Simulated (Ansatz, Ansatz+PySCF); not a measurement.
```xyz
2

P     0.0000    0.0000   -1.0211
P     0.0000    0.0000    1.0211
```

Basis set: def2-SVP (spherical functions). Frozen core: 10 orbitals. Charge 0, multiplicity 1.

Computed with Ansatz (development build ahead of 0.2.0); each method stands on the lowest determinant of its kind that the runs found. Restricted open shells among the atoms or ions are ROHF, correlated in semicanonical orbitals with singles.

The atomization energy at this shape (free ground-state atoms in the same class of orbitals less the molecule, no zero-point energy) of singlet P₂:

| method | atomization energy |
| --- | --- |
| UHF-CCSDT(Q) | 3.87 eV |
| RHF-CCSD(T) | 3.82 eV |
| UHF-CCSD(T) | 3.69 eV |
| UHF-CCSD | 3.35 eV |
| RHF-MP2 | 4.00 eV |
| UHF-MP2 | 2.77 eV |
| UHF | 1.60 eV |

Problem. What does RHF give?

Solution. 0.76 eV. Caution: the shape is not the minimum. Caution for UHF-CCSDT(Q), RHF-CCSD(T), UHF-CCSD(T), UHF-CCSD, RHF-MP2, UHF-MP2: large share of triples, a single reference is doubtful. Caution for UHF-CCSDT(Q), UHF-CCSD(T), UHF-CCSD, UHF-MP2, UHF: the determinant breaks the point group; the unrestricted determinant is a mixture of spin states. Caution for RHF-CCSD(T), RHF-MP2, RHF: an unrestricted determinant lies well below. Caution for UHF-CCSD(T), UHF-MP2: another reference gives a lower total.
